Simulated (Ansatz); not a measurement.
Gas-phase electronic energies from Ansatz, PBE0-D4/def2-TZVP geometries. CBS: MP2 limit from def2 TZ/QZ plus the TZ coupled-cluster correction, frozen cores. This one scheme is used for every species. DFT in def2-TZVPP. HSE06 is defined as in plane-wave codes. Elements past krypton have def2 core potentials. For Sb outer-core shells are correlated without core-valence functions, which leaves a few kJ/mol of doubt a bond. One conformer a species, not always the lowest.

`[OH][Sb]([F])[F]` + HCl → `[F][Sb]([F])[Cl]` + H₂O  (ligand exchange at the Sb–O bond)

| level | ΔE (kJ/mol) |
| --- | --- |
| B97M-V | -35.1 |
| HSE06-D4 | -41.1 |
| CAM-B3LYP-D4 | -30.6 |
| revPBE | -40.0 |
| CAM-B3LYP | -29.3 |
| LC-ωPBE | -28.9 |
| HF/def2-SVP | -40.1 |
| HF/CBS(def2) | -34.5 |

(1) What does CCSD(T)/CBS give? (Best estimate.)

Largest T1 diagnostic among the species: 0.015.

Answers

(1) The calculation gave: -35.8 kJ/mol. The listed levels differ from it by 0.7, -5.3, 5.2, -4.2, 6.5, 6.9, -4.3, 1.3 kJ/mol.

Leaving LDA and LC-ωPBE aside and taking each functional with its dispersion term where it has one, the values spread over 10.5 kJ/mol, from HSE06-D4 to CAM-B3LYP-D4. LDA lies +4.3 kJ/mol from PBE without D4. At CCSD(T), def2-SVP lies +6.9 kJ/mol from the extrapolated value and def2-TZVPP +7.7 kJ/mol.
